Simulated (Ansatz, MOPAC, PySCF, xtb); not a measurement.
Noncovalent pair: CH4 (SMILES C) (first 5 atoms) with C3H6 (SMILES C=CC); geometry from B3LYP-D3(BJ)/def2-TZVP, rigid monomers moved along the line of their centres of mass till H5···C7 is 4.26 Å.
(charge 0, multiplicity 1):
```
atom    x (Å)    y (Å)    z (Å)
----  -------  -------  -------
C     -0.1534   0.0077   0.5017
H     -1.1901  -0.2810   0.6712
H      0.2313  -0.5192  -0.3707
H     -0.1019   1.0818   0.3264
H      0.4421  -0.2475   1.3765
C      0.9922  -1.0080   5.5387
C      0.6056   0.2595   5.6050
C     -0.7694   0.7581   5.2946
H      0.3061  -1.7947   5.2446
H      2.0056  -1.3060   5.7749
H      1.3304   1.0128   5.9032
H     -0.7465   1.4841   4.4771
H     -1.4340  -0.0573   5.0068
H     -1.2047   1.2692   6.1581
```

| level | interaction energy (kcal/mol) | cost |
|---|---|---|
| GFN-FF | -0.33 | - |
| AM1 | 0.02 | - |
| PM3 | -0.05 | - |
| GFN1-xTB | -0.30 | - |
| HF/STO-3G (no counterpoise) | -0.02 | - |
| HF/3-21G (no counterpoise) | -0.11 | - |
| HF/6-31G* | -0.03 | - |
| r2SCAN/def2-TZVPPD | -0.14 | ×2 |
| r2SCAN-D3(BJ)/def2-TZVPPD | -0.35 | ×2 |
| B3LYP/3-21G (no counterpoise) | -0.07 | - |
| B3LYP/6-31G* (no counterpoise) | -0.07 | - |
| B3LYP/6-311+G** (no counterpoise) | 0.04 | - |
| B3LYP/def2-TZVPPD | 0.06 | ×1 |
| B3LYP-D3(BJ)/def2-TZVPPD | -0.30 | ×1 |
| PBE0-D3(BJ)/def2-TZVPPD | -0.43 | ×1 |
| PBE0-D4/def2-TZVPPD | -0.42 | ×1 |
| wB97X-V/def2-TZVPPD | -0.34 | ×3 |
| wB97M-V/def2-TZVPPD | -0.35 | ×3 |
| MP2/6-31G* (no counterpoise) | -0.27 | - |
| CCSD(T)/aug-cc-pVDZ | -0.32 | ×30 |

The rows run from -0.43 (PBE0-D3(BJ)/def2-TZVPPD) to 0.06 kcal/mol (B3LYP/def2-TZVPPD). The dispersion term adds -0.21 in r2SCAN-D3(BJ), -0.36 in B3LYP-D3(BJ). The 4 functionals in def2-TZVPPD without D3 or D4 span 0.40, from wB97M-V to B3LYP.

Counterpoise-corrected where a basis set is named; no monomer relaxation. Rows marked so take none.

Frozen-core correlation. Rows in 3-21G, 6-311+G**, 6-31G*, STO-3G carry no dispersion term and start afresh at each structure (6-31G* with six Cartesian d functions). MP2/6-31G* freezes PySCF's default core. The state that AM1, PM3 reach isn't checked.

The values were computed with Ansatz (Gaussian basis) for Hartree–Fock, density functionals and correlated methods; MOPAC for AM1, PM3 (differences of heats of formation); PySCF for 3-21G rows, 6-311+G** rows, 6-31G* rows, STO-3G rows, the dispersion terms; xtb for the GFN methods. Each number belongs to the level named beside it.

Costs are rough ratios of core time to PBE/def2-TZVPPD (about 7 s over the structures, on one shared machine); a dash marks a level with no comparable run of its own.

Ansatz is a first-principles code.
